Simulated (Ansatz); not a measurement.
Isolated molecules relaxed with PBE0-D4/def2-TZVP in Ansatz; ΔE leaves out vibrations. CCSD(T)/CBS adds triple-zeta CCSD(T) − MP2 to the extrapolated MP2 energy (def2 sets, frozen cores). DFT in def2-TZVPP. Each species was taken in one conformer, which may not be the lowest.

Reaction (ligand exchange at a B–C bond): `BCSCF` + `CNBN` → `BNBNC` + `CSCF`

| level | ΔE (kcal/mol) |
| --- | --- |
| ωB97X-V | -27.3 |
| ωB97M-V | -27.8 |
| B2PLYP | -28.4 |
| HF/def2-TZVPP | -26.7 |
| SCS-MP2/def2-TZVPP | -28.5 |
| MP2/def2-QZVPP | -28.3 |
| SCS-MP2/def2-QZVPP | -28.2 |
| MP2/CBS(def2) | -28.1 |

(1) What does CCSD(T)/CBS give? (An estimate is asked.)

Largest T1 diagnostic among the species: 0.013.

Results:

(1) Ansatz gave: -28.3 kcal/mol. The listed levels differ from it by 1.0, 0.5, -0.1, 1.6, -0.2, 0.0, 0.1, 0.2 kcal/mol.

In def2-TZVPP, CCSD(T) changes the Hartree–Fock value by −2.1 kcal/mol (the triples alone add −0.6 kcal/mol) and MP2 by −1.9 kcal/mol.
